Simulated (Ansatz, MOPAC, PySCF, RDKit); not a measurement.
Pair of molecules: NH3 (SMILES N) (first 4 atoms) with Si2H6 (SMILES [SiH3][SiH3]); geometry from B3LYP-D3(BJ)/def2-TZVP, rigid monomers moved along the line of their centres of mass till N1···Si5 is 2.86 Å.
(charge 0, multiplicity 1):
| atom | x (Å) | y (Å) | z (Å) |
|---|---|---|---|
| N | -0.4125 | 0.1890 | 0.9608 |
| H | -0.3598 | -0.6942 | 0.4668 |
| H | -1.3615 | 0.5340 | 0.8745 |
| H | 0.1981 | 0.8436 | 0.4856 |
| Si | 0.1443 | -1.1662 | 3.4116 |
| Si | 0.2613 | 1.1681 | 3.5677 |
| H | 0.4326 | -1.7964 | 4.7290 |
| H | 1.1397 | -1.6934 | 2.4479 |
| H | -1.2092 | -1.6108 | 3.0010 |
| H | 0.5952 | 1.5922 | 4.9548 |
| H | -1.0360 | 1.7961 | 3.2192 |
| H | 1.3140 | 1.7151 | 2.6781 |

Interaction energies are E(AB) − E(A) − E(B) at the monomers' geometry in the complex; basis-set methods are counterpoise corrected. Rows marked so take none. RDKit's UFF carries no charges.

Rows in STO-3G carry no dispersion term and start afresh at each structure. The state that PM6 reach isn't checked.

Run with Ansatz (an electronic-structure program) with Gaussian orbitals; MOPAC for PM6 (differences of heats of formation); PySCF for STO-3G rows, the dispersion terms; RDKit for the force fields. Each number belongs to the level named beside it.

Q: One of these levels gives 499.7 meV for the interaction energy. Name it.
A. HF/STO-3G (no counterpoise)
B. r2SCAN-D3(BJ)/def2-TZVPPD
C. PM6
D. UFF

A: D, UFF. The others give -48.3 (PM6), 80.0 (HF/STO-3G (no counterpoise)), -145.6 (r2SCAN-D3(BJ)/def2-TZVPPD)
